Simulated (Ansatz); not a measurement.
`F[SiH](Cl)O[SiH2]Cl` → `O[SiH2][Si](F)(Cl)Cl`  (isomerisation)

Calculated with Ansatz (gas phase, PBE0-D4/def2-TZVP geometries, no zero-point term in ΔE). CCSD(T)/CBS adds triple-zeta CCSD(T) − MP2 to the extrapolated MP2 energy (def2 sets, frozen cores). Functionals use def2-TZVPP. One conformer a species, not always the lowest.

```json
{"species": "`F[SiH](Cl)O[SiH2]Cl`", "BHLYP-D4 energy (Eh)": "-1676.61421"}
{"species": "`O[SiH2][Si](F)(Cl)Cl`", "BHLYP-D4 energy (Eh)": "-1676.55243"}
```

(1) Work out ΔE.

Largest T1 diagnostic among the species: 0.011.

## Answers

(1) ΔE = (-1676.55243) − (-1676.61421) = 0.06178 Eh = +38.8 kcal/mol. CCSD(T)/CBS gives +36.9 kcal/mol.

From PBE to PBE0 (25 % exact exchange), in def2-TZVPP and without D4, ΔE moves by +2.9 kcal/mol. In def2-TZVPP, CCSD(T) changes the Hartree–Fock value by −6.1 kcal/mol (the triples alone add −1.0 kcal/mol) and MP2 by −4.9 kcal/mol.
